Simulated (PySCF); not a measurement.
**Computed properties of B(I)(Me)2 (C2H6BI), SMILES CB(C)I**

B(I)(Me)2 (C2H6BI), SMILES CB(C)I. Coordinates come from a B3LYP-D3(BJ)/def2-SVP optimisation. The def2 effective core potentials stand for the cores of I; spin–orbit coupling is left out. Other conformers were not sampled. All values are computed for the isolated molecule unless a solvent is named; none is compared with measurement here.

**Structure.** All 24 harmonic modes at B3LYP-D3(BJ)/def2-SVP (PySCF) are real, so it is a minimum. With heavy atoms numbered as in [B:1]([I:2])([CH3:3])[CH3:7], the shortest bond between them is B1–C3 at 1.562 Å and the longest B1–I2 at 2.176 Å.

**Vibrations.** The strongest infrared lines (harmonic, unscaled, degenerate partners summed) lie at 1045 cm⁻¹ (235 km/mol, B 42 %, H 40 %, C 18 %), 1335 cm⁻¹ (117 km/mol, H 55 %, C 31 %, B 13 %), 1159 cm⁻¹ (31 km/mol, B 53 %, H 40 %). The softest mode is at 67 cm⁻¹ and the zero-point energy is 48.1 kcal/mol.

**Electronic structure.** ωB97X/def2-TZVP (PySCF) places the frontier levels at -9.43 and 1.08 eV, a gap of 10.51 eV, and gives a dipole moment of 2.07 D and a mean polarisability of 70.7 bohr³. PBE/def2-TZVP (PySCF) at the same geometry gives -6.08 and -2.08 eV, so its gap is 6.51 eV narrower. An orbital gap is neither the optical nor the fundamental gap.

**Excitations.** TDDFT-M06-2X/def2-SVPD (PySCF) has S1 at 4.86 eV (255 nm, f = 0.000, dark); the most intense of the 10 singlets computed lies at 5.77 eV (f = 0.09). T1 (TDA) is at 4.75 eV. TDDFT-PBE/def2-SVPD (PySCF) puts S1 at 4.00 eV. No vertical singlet excitation falls in the visible range (under 3.1 eV).
